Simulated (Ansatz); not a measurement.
`[F][Ge][SH]` and `[NH2][Ge][SH]` differ in one atom or group.

Ansatz, PBE0-D4/def2-TZVP geometries, multiplicity 1. Each molecule was computed in one conformer, which needn't be the lowest.

Scalar relativity is left out up to krypton.

```json
{"property": "size of the dipole moment (B3LYP/def2-TZVPP) / D", "`[F][Ge][SH]`": "2.58"}
{"property": "HOMO–LUMO gap (B3LYP/def2-TZVPP) / eV", "`[F][Ge][SH]`": "4.77"}
{"property": "ideal-gas entropy at 298 K and 1 bar (rigid rotor, harmonic PBE0-D4/def2-TZVP) / J/(mol·K)", "`[F][Ge][SH]`": "296"}
{"property": "LUMO energy (PBE0/def2-TZVPP) / eV", "`[F][Ge][SH]`": "-2.44"}
{"property": "size of the dipole moment (PBE/def2-TZVPP) / D", "`[F][Ge][SH]`": "2.38"}
{"property": "HOMO energy (PBE/def2-TZVPP) / eV", "`[F][Ge][SH]`": "-6.50"}
```

**Question.** Give the same properties after the change, and the shifts. (Estimate.)

**Answer.** The calculation gave: 
| property | `[NH2][Ge][SH]` | shift |
| --- | --- | --- |
| size of the dipole moment (B3LYP/def2-TZVPP) / D | 1.53 | -1.05 |
| HOMO–LUMO gap (B3LYP/def2-TZVPP) / eV | 5.08 | 0.31 |
| ideal-gas entropy at 298 K and 1 bar (rigid rotor, harmonic PBE0-D4/def2-TZVP) / J/(mol·K) | 306 | 10 |
| LUMO energy (PBE0/def2-TZVPP) / eV | -1.48 | 0.96 |
| size of the dipole moment (PBE/def2-TZVPP) / D | 1.49 | -0.89 |
| HOMO energy (PBE/def2-TZVPP) / eV | -5.90 | 0.60 |

With PBE0 the HOMO rises by 0.68 eV and the LUMO rises by 0.96 eV, so the gap widens by about 0.28 eV. PBE moves the HOMO by 0.60 eV and ωB97M-V by 0.66 eV. The zero-point energy changes by 62.5 kJ/mol with +6 modes. Dipoles are sizes alone; their direction can turn.

B3LYP here is the variant with VWN-RPA as its local correlation; programs differ in this.
